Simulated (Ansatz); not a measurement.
Geometry optimisation, RKS PBE/cc-pVDZ (Ansatz).

input.yaml

```yaml
crystal:
  periodic: [false, false, false]
  atoms:
    - { symbol: Al, position_ang: [-0.190975, -1.288876, 0.25384] }
    - { symbol: C, position_ang: [0.989611, -0.171008, 1.359524] }
    - { symbol: F, position_ang: [0.231627, -1.724384, -1.337867] }
    - { symbol: F, position_ang: [-1.440207, -2.17396, 0.995179] }
    - { symbol: H, position_ang: [-1.175816, 1.371222, -1.398137] }
    - { symbol: O, position_ang: [-1.969301, 1.014836, -0.955691] }
    - { symbol: H, position_ang: [1.261492, 0.991599, -0.686773] }
    - { symbol: F, position_ang: [0.998266, 1.440273, -1.446614] }
    - { symbol: H, position_ang: [0.484864, 0.783201, 1.623783] }
    - { symbol: H, position_ang: [1.166101, -0.71656, 2.312166] }
    - { symbol: H, position_ang: [1.98876, 0.046241, 0.92425] }
    - { symbol: H, position_ang: [-2.344421, 0.427216, -1.64366] }
basis:
  gaussian: { orbitals: cc-pVDZ }
hamiltonian:
  xc: pbe
relax:
  f_tol: 0.03
  max_steps: 50
```

Run as:

```bash
$ ansatz run input.yaml --threads 2 --pin off --max-ram 3072MiB --backend cpu --events-out ev --progress --plain --runs-dir out
```

Where does it end, and by what steps?

It converged. After 13 steps the energy has fallen by 1.058 eV; O6 moved furthest, 0.73 Å. Joined: Al1–O6 (3.15 → 1.99 Å).

```tsv
step	energy less start (eV)	largest force component (eV/Å)	accepted
0	0.0000	0.942	yes
1	-0.1871	0.944	yes
2	-0.4303	1.443	yes
3	-0.8181	0.875	yes
4	-0.9108	1.275	yes
5	-1.0081	0.495	yes
6	-1.0226	0.778	yes
7	-1.0432	0.230	yes
8	-1.0250	0.566	no
9	-1.0544	0.090	yes
10	-1.0565	0.060	yes
11	-1.0563	0.114	no
12	-1.0575	0.048	yes
13	-1.0585	0.029	yes
```

```xyz
12
Properties=species:S:1:pos:R:3
Al -0.488 -0.994 0.082
C 0.916 -0.058 1.135
F 0.028 -1.801 -1.345
F -1.707 -1.785 0.983
H -0.799 1.110 -1.098
O -1.513 0.468 -0.803
H 1.072 1.056 -0.438
F 0.771 1.634 -1.149
H 0.569 0.868 1.642
H 1.163 -0.772 1.952
H 1.912 0.135 0.671
H -1.923 0.139 -1.631
```

Whether the end is a true minimum wasn't checked by a vibrational analysis.

Time of the run: 37 s on 2 threads of Intel(R) Xeon(R) Platinum 8488C (Sapphire Rapids), on a shared host, peak memory 0.17 GiB.
